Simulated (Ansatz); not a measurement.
`[OH][Ge]([OH])([F])[F]` + H–F → `[OH][Ge]([F])([F])[F]` + H₂O at 298.15 K and 1 bar (ligand exchange at a Ge–O bond).

Program: Ansatz. Geometries: PBE0-D4/def2-TZVP. ΔE: electronic, gas phase. CBS: MP2 limit from def2 TZ/QZ plus the TZ coupled-cluster correction, frozen cores. This one scheme is used for every species. For Ge outer-core shells are correlated without core-valence functions, which leaves a few kJ/mol of doubt a bond. Scalar relativity is left out up to krypton. Each species was taken in one conformer, which may not be the lowest.

```
                 species  CCSD(T)/CBS energy (Eh)  H − E (kJ/mol)  S (J/(mol·K))
`[OH][Ge]([OH])([F])[F]`              -2427.38846           106.1          339.9
                     H–F               -100.39570            33.5          173.6
 `[OH][Ge]([F])([F])[F]`              -2451.40975            74.5          340.5
                     H₂O                -76.37941            66.4          188.7
```

H − E and S are ideal-gas, rigid-rotor, harmonic terms from PBE0-D4/def2-TZVP, for one conformer and one mirror image of each species. 1 Eh = 2625.50 kJ/mol, R = 8.31446 J/(mol·K).

Task: By hand: ΔE, ΔH, ΔS and ΔG.

Result: ΔE = (-2451.40975) + (-76.37941) − (-2427.38846) − (-100.39570) = -0.00500 Eh = -13.1 kJ/mol. Δ(H − E) = 74.5 + 66.4 − 106.1 − 33.5 = 1.3, so ΔH = -11.8 kJ/mol. ΔS = 340.5 + 188.7 − 339.9 − 173.6 = 15.7 J/(mol·K). ΔG = -11.8 − 298.15 × (15.7)/1000 = -16.5 kJ/mol.

Task: By hand: the equilibrium constant, and the temperature at which ΔG would vanish if ΔH and ΔS stayed fixed.

Result: log₁₀ K = −ΔG/(RT ln 10) = 2.9. ΔH and −TΔS have one sign here, so there is no such temperature.

TΔS isn't small against ΔH here. A doubt of 5 kJ/mol in ΔE shifts log₁₀ K by 0.9 here. Other conformers and mirror images would add mixing entropy, several J/(mol·K) or more a flexible species. These are equilibria of isolated gas molecules and say nothing of rates. Largest T1 diagnostic: 0.012 (customary marks: 0.02 for closed shells, 0.045 for open ones).
